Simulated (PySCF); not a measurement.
## Ta⁶⁵⁺: ionisation energy

Ta⁶⁵⁺ [He] 2s2 2p4 (3P) → Ta⁶⁶⁺ [He] 2s2 2p3 (4S), as a difference of total energies. Calculation: PySCF 2.14, in an even-tempered Gaussian basis (18 s from 42 bohr⁻², ratio 2.2; 13 p from 54 bohr⁻², ratio 2.2; 6 d from 210 bohr⁻², ratio 2.4; 5 f from 320 bohr⁻², ratio 2.4; 4 g from 480 bohr⁻², ratio 2.4); scalar relativity by spin-free X2C-1e. Correlated levels: nothing frozen; virtual orbitals above 40 to 60 times the deepest correlated orbital energy dropped. The calculations carry no spin-orbit coupling.

| method | ionisation energy (eV) |
| --- | --- |
| UHF | 16204.3 |
| LDA | 16195.9 |
| PBE | 16207.5 |
| PBE0 | 16207.2 |
| r2SCAN | 16210.5 |
| TPSSh | 16211.2 |
| r2SCANh | 16210.0 |
| MP2 (all electrons) | 16206.1 |
| SCS-MP2 (all electrons) | 16206.2 |

Spin-orbit coupling is strong in these open shells (close to jj coupling). The scalar numbers leave it out and a first-order estimate fails, so it can dominate the gap to the real levels.

For this ion Breit and QED terms and the two-electron picture change, all absent here, outweigh the differences among the correlated methods.

For comparison: 15820 ± 30 eV (theoretical estimate listed by NIST; NIST Atomic Spectra Database, ionization energies).
